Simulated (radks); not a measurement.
Values are calculated unless marked as measured or tabulated.
Mo37+, 5 electrons, occupied as [He] 2s2 2p1 (the NIST ground configuration). Code: a radial shooting solver on a logarithmic mesh with Libxc functionals. Model: scalar-relativistic Kohn-Sham, PBE, spin-unpolarised, spherical densities, point nucleus. Some entries of the table are withheld. Estimate them.

orbital,occ.,eigenvalue (hartree),<1/r> (bohr^-1),<r> (bohr)
1s,2,-839.9889,43.68,0.03501
2s,2,(1),10.48,(2)
2p,1,-187.8954,(3),(4)
3s,0,-83.24493,4.494,0.3352
3p,0,-80.95174,4.392,0.3181

Answer. 
(1) 2s eigenvalue (hartree): -195.3724
(2) 2s <r> (bohr): 0.1447
(3) 2p <1/r> (bohr^-1): 10.16
(4) 2p <r> (bohr): 0.1241
